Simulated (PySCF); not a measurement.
Si(H)(PH2)3 (H₇P₃Si), SMILES P[SiH](P)P.

Geometry optimised at B3LYP-D3(BJ)/def2-SVP. The structure was generated by enumeration, and PubChem lists no compound with its InChIKey, so it may never have been made. One conformer was computed; it need not be the lowest.

Two levels are set side by side: PBE/def2-TZVP (PySCF) and CAM-B3LYP/def2-TZVP (PySCF). Same geometry, gas phase. Differences are taken from unrounded values.

```json
[
 {"quantity": "orbital gap (eV)", "CAM-B3LYP": "9.11", "PBE": "5.03", "PBE minus CAM-B3LYP": "-4.08"},
 {"quantity": "highest occupied level (eV)", "CAM-B3LYP": "-8.56", "PBE": "-6.30", "PBE minus CAM-B3LYP": "2.26"},
 {"quantity": "lowest empty level (eV)", "CAM-B3LYP": "0.55", "PBE": "-1.27", "PBE minus CAM-B3LYP": "-1.82"},
 {"quantity": "dipole moment (D)", "CAM-B3LYP": "0.67", "PBE": "0.60", "PBE minus CAM-B3LYP": "-0.07"},
 {"quantity": "mean polarisability (bohr³)", "CAM-B3LYP": "109.1", "PBE": "113.4", "PBE minus CAM-B3LYP": "4.3"}
]
```

PBE's occupied levels lie high since its potential decays too fast outside the molecule; exact exchange lowers them and widens the gap. Loosely held outer electrons make PBE densities more polarisable. Differences between two approximate levels are no errors against the true value.

Rough cost on one machine, each run with all the roots and properties that it gave: CAM-B3LYP against PBE within a factor of 2.
